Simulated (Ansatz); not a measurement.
The cluster NbO2⁺. The state is a triplet with charge 1. Geometry PBE0-D4/def2-TZVP, that of the neutral doublet; atoms count from 1.

```xyz
3

Nb   -0.6212    0.1208   -0.2768
O     0.4146   -1.1905   -0.5881
O     0.2066    1.0697    0.8649
```

In the def2 sets Nb takes a core potential; there is no spin–orbit coupling. At PBE0-D4/def2-TZVP a singlet of charge 1 lies 2.37 eV below the triplet at the same geometry. The structure comes from a short search, and lower isomers may exist.

(1) Estimate the Mulliken populations from the PBE0/def2-TZVP orbitals of Ansatz.

(2) Where does the spin sit?

(3) And the Mayer bond orders between bonded heavy atoms (over 0.3)?

Answers

(1) 
| atom | charge (e) | spin (α − β) | d electrons |
| --- | --- | --- | --- |
| Nb1 | 1.54 | 0.72 | 3.00 |
| O2 | -0.27 | 0.64 | – |
| O3 | -0.27 | 0.64 | – |
Mulliken values and Mayer orders depend strongly on the basis.

(2) Summed by element: Nb 0.72, O 1.28, of 2 unpaired in all. Largest on single atoms: Nb1 0.72, O2 0.64, O3 0.64.

(3) Nb1–O2 1.84 (1.70 Å); Nb1–O3 1.84 (1.70 Å).
